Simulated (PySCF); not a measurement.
TDDFT excited states: BiClH2

Species: BiH2Cl.
Cartesian coordinates in Å at the PBE0-D3(BJ)/def2-SVP level; atoms count from 1:
```xyz
4
BiClH2 angstrom
Bi     0.1142    0.2134    0.8108
H      1.5435    0.1218   -0.2804
H     -0.6466    1.4010   -0.3092
Cl    -1.0112   -1.7362   -0.2212
```

Computed, not measured: PySCF 2.14.0, density-fitted response routines, TDDFT CAM-B3LYP/def2-SVPD, vertical, gas phase, core orbitals frozen in the response, def2 core potentials past Kr. Spin–orbit coupling is left out.

Q: What does the calculation give for the low-lying excited states?

A: 

```tsv
state	λ (nm)	E (eV)	f	main configurations (H = HOMO, L = LUMO)
S1	272.8	4.54	0.024	H→L (97%)
S2	245.0	5.06	0.0054	H-1→L (97%)
S3	208.1	5.96	0.033	H-2→L (87%), H-4→L (8%)
S4	196.6	6.31	0.076	H→L+1 (91%)
S5	192.9	6.43	0.039	H→L+2 (79%), H-3→L (8%)
S6	187.8	6.60	0.0026	H-3→L (90%)
S7	175.0	7.09	0.043	H-1→L+1 (87%), H→L+2 (8%)
S8	174.4	7.11	0.036	H-1→L+2 (75%), H-4→L (17%)
S9	162.1	7.65	0.371	H-4→L (37%), H-2→L+1 (37%), H-1→L+2 (14%)
S10	160.6	7.72	0.018	H-2→L+2 (92%)
```

Triplets (Tamm–Dancoff): T1 3.91 eV, H→L (96%); T2 4.66 eV, H-1→L (96%); T3 5.25 eV, H-2→L (92%); T4 5.25 eV, H→L+2 (82%).

The lowest singlet lies at 4.54 eV (273 nm, ultraviolet) and is weak; its leading configuration is HOMO→LUMO (97%). The strongest level in the table is S9 at 7.65 eV (162 nm, f = 0.371). Löwdin shares by element: HOMO chlorine 40%, bismuth 39%, hydrogen 21%; LUMO bismuth 61%, chlorine 26%, hydrogen 13%. Weighted by f, the mean energy of these states is 7.13 eV. Of the 10 states listed, 8 reach f = 0.01 and none stays under 0.0005. No computed singlet lies in the visible range (380 to 750 nm); the lowest, at 273 nm, stands 1.28 eV above its violet end (3.26 eV). The vertical ionisation energy (ΔSCF) is 10.18 eV, 2.45 eV above S10. Only the lowest 10 singlets were computed, as vertical energies without vibronic structure.

Hardware: one thread of an Arm Neoverse V1, on a shared host. Cost: 12 s of wall time.
